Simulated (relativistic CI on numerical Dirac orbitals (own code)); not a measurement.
# Au4+: 5p photoemission

Computed with this model: Dirac-Coulomb-Breit CI, KLI orbitals optimised for each configuration, model QED (radiative potential, 1s self-energy scaled to tabulated hydrogen-like ionisation energies), valence Slater integrals scaled by 0.8, multiplet model of photoemission in the sudden approximation; configurations [Xe] 4f14 5d7 → [Kr] 4d10 4f14 5s2 5p5 5d7; 80 K; Lorentzian 1.05 eV and Gaussian 0.6 eV FWHM. Energies are those of the free ion, without screening or charge transfer. The energies are binding energies and can lie tens of eV above those of solids. S is read from ⟨S²⟩ = S(S + 1).

Field parameters in Wybourne normalisation: D3d B²₀ = −7Dσ, B⁴₀ = −14Dq − 21Dτ, B⁴₃ = −14√(10/7) Dq; D4h B²₀ = −7Ds, B⁴₀ = 21(Dq − Dt), B⁴₄ = 21√(5/14) Dq; Oh B⁴₀ = 21Dq, B⁴₄ = √(5/14) B⁴₀. The field is a parameter set, without covalency.

free ion: ground-state S = 1.35, centroid 123.96 eV. Peaks (eV, height): 113.6 (100), 115.6 (89), 118.6 (27), 120.6 (29), 121.8 (30), 123.2 (27), 125.4 (25), 137.4 (65), 139.6 (59).

D4h, 10Dq = 34600, Ds = -1110, Dt = 170 cm⁻¹: ground-state S = 0.64, centroid 124.14 eV. Peaks (eV, height): 115.6 (100), 120.4 (29), 124.4 (11), 135.8 (49), 137.2 (31), 140.2 (15).

Oh, 10Dq = 14900 cm⁻¹: ground-state S = 1.11, centroid 124.02 eV. Peaks (eV, height): 114.2 (100), 115.4 (100), 119.8 (36), 121.8 (29), 124.2 (23), 126.0 (16), 137.2 (61).

D3d, 10Dq = 27250, Dσ = 1160, Dτ = 220 cm⁻¹: ground-state S = 0.70, centroid 124.11 eV. Peaks (eV, height): 115.4 (100), 120.2 (31), 123.4 (14), 135.8 (47), 137.0 (35), 139.4 (22).

D3d, 10Dq = 23200, Dσ = 1090, Dτ = 170 cm⁻¹: ground-state S = 0.79, centroid 124.09 eV. Peaks (eV, height): 115.2 (100), 120.0 (32), 123.0 (18), 136.0 (45), 137.0 (39).

Strongest unbroadened transitions for D3d, 10Dq = 23200, Dσ = 1090, Dτ = 170 cm⁻¹:

```csv
Energy (eV),Relative strength
114.79,63.6
114.95,47.2
114.96,94.7
115.06,84.0
115.10,34.2
115.28,38.9
115.66,43.5
115.67,86.7
115.91,82.2
115.96,99.2
116.69,30.4
117.14,33.6
135.64,28.2
135.65,85.2
135.98,100.0
137.21,85.5
138.86,30.2
139.48,49.3
```
